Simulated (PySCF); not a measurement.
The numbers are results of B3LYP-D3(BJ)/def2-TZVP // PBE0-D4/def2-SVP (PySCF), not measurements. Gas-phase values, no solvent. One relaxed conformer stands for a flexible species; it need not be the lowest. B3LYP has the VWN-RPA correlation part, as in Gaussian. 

Reference species (SMILES): `c12cc(ccc2sc(B)c1)B` (neutral, multiplicity 1).

```json
{
  "HOMO–LUMO gap": "3.98 eV",
  "HOMO": "-6.66 eV"
}
```

Changed species: `c1ccc2c(c1B)sc(c2)B`.

Q: Give the shifts of the HOMO–LUMO gap and HOMO.

A: the HOMO–LUMO gap falls by 0.11 eV, to 3.87 eV; the HOMO goes up by 0.04 eV, to -6.62 eV.
